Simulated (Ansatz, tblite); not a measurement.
Removing and adding an electron: Mg₈S₈ (started as a model of: 2x2x4 MgS rock-salt block). Total charge 0; singlet. Geometry: r2SCAN-D4/def2-SVP. Ansatz, gas phase; energy differences of separate SCF runs; the oxidised species was run as a doublet alone; the reduced species was run as a doublet alone.

```
atom    x (Å)    y (Å)    z (Å)
 Mg1  -0.6422  -3.1735   1.9767
  S2  -1.4849  -0.9666   1.5209
 Mg3  -1.5276   1.2523   0.4903
  S4  -2.1843   3.5549  -0.1427
  S5  -0.4369  -4.1454  -0.2339
 Mg6  -0.6660  -1.7465  -0.8059
  S7  -1.2847   0.3428  -1.9195
 Mg8  -1.3601   2.7227  -2.2644
  S9   1.6393  -2.7519   2.6770
Mg10   1.0712  -0.5809   1.6296
 S11   0.9087   1.8140   1.1558
Mg12   0.2259   3.7865  -0.0405
Mg13   1.7768  -3.3355   0.3288
 S14   1.8602  -1.1906  -0.7578
Mg15   1.1219   1.0749  -1.3145
 S16   0.9824   3.3428  -2.2997
```

The xTB rows come from tblite.

| level | −HOMO (eV) | vertical IE (eV) | −LUMO (eV) | vertical EA (eV) | HOMO–LUMO gap (eV) | IE − EA (eV) |
| --- | --- | --- | --- | --- | --- | --- |
| GFN2-xTB | 10.71 | 12.36 | 9.04 | 7.35 | 1.67 | 5.01 |
| PBE-D4/def2-SVP | 5.70 | – | 2.91 | 1.66 | 2.79 | – |

Problem. Estimate the rows for GFN1-xTB, PBE0-D4/def2-SVP.

Solution. 
```json
{"level": "GFN1-xTB", "−HOMO (eV)": "10.06", "vertical IE (eV)": "12.02", "−LUMO (eV)": "8.35", "vertical EA (eV)": "6.39", "HOMO–LUMO gap (eV)": "1.70", "IE − EA (eV)": "5.63"}
{"level": "PBE0-D4/def2-SVP", "−HOMO (eV)": "6.77", "vertical IE (eV)": "8.04", "−LUMO (eV)": "2.24", "vertical EA (eV)": "1.38", "HOMO–LUMO gap (eV)": "4.52", "IE − EA (eV)": "6.66"}
```

Run but left out: PBE-D4/def2-SVP (charge +1 doublet: an occupied level 0.02 eV above an empty one).   Raw xTB energy differences between charge states are shifted by several eV; the methods need an empirical correction for them. Sets without diffuse functions give affinities that are too small.
